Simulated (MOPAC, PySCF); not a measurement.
H₃ClSi₂, SMILES `[SiH3][Si]Cl` (lower singlet), neutral singlet in the gas phase. This singlet lies 0.97 eV below the relaxed triplet at the level frozen-core CCSD(T)/cc-pVTZ // PBE0-D3(BJ)/def2-TZVP (Ansatz).

Cartesian coordinates (Å):
```xyz
6

Si    -0.6564     0.0214    -0.1379
Si     1.4493    -1.1258    -0.4208
Cl     2.5014     0.2481     0.7465
H     -0.5245     1.4131    -0.6562
H     -1.7875    -0.6413    -0.8470
H     -0.9823     0.0845     1.3156
```
Charge 0, multiplicity 1.

All levels are single points at this geometry (PBE0-D3(BJ)/def2-TZVP); Pople sets use spherical d functions. Orbital energies aren't observables, and empty levels follow the basis.

HF/STO-3G in PySCF gives gap (eV) = 10.81.

### Question
Estimate the gap (eV) from each of these levels: PBE0-D3(BJ)/def2-TZVP in PySCF; B3LYP/3-21G in PySCF; B3LYP/6-31G* in PySCF; B3LYP/LANL2DZ in PySCF; BP86/6-31G* in PySCF; SVWN5/6-31G* in PySCF; PM3 in MOPAC; PM7 in MOPAC.

### Answer

```
level                           gap (eV)
------------------------------  --------
PBE0-D3(BJ)/def2-TZVP in PySCF      3.24
B3LYP/3-21G in PySCF                2.81
B3LYP/6-31G* in PySCF               2.89
B3LYP/LANL2DZ in PySCF              2.81
BP86/6-31G* in PySCF                1.46
SVWN5/6-31G* in PySCF               1.37
PM3 in MOPAC                        5.85
PM7 in MOPAC                        8.48
```
